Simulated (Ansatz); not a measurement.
Reaction R1 + R2 → P1 + P2, each structure at its B3LYP-D3(BJ)/def2-TZVP stationary point, reached from a drawn start (curvature not checked).
P1: N atom, charge 0, multiplicity 4.
R1: N2 (SMILES N#N), charge 0, multiplicity 1.
P2, NO (SMILES [N]=O) (charge 0, multiplicity 2):
```
atom   x (Å)   y (Å)    z (Å)
----  ------  ------  -------
N     0.0000  0.0000  -0.5725
O     0.0000  0.0000   0.5725
```
R2: O atom, charge 0, multiplicity 3.

P less R. No zero-point or thermal terms; singlets are restricted closed shells; open shells are unrestricted; no spin–orbit coupling.

Correlated levels freeze the cores.

Run with Ansatz (an electronic-structure program). Each number belongs to the level named beside it.

Q: What reaction energy does PBE0/def2-TZVPPD give?

A: 72.2 kcal/mol

Q: What reaction energy does revPBE/def2-TZVPPD give?

A: 71.4 kcal/mol

Q: What is the computed reaction energy (SCS-MP2/aug-cc-pVQZ)?

A: 83.0 kcal/mol
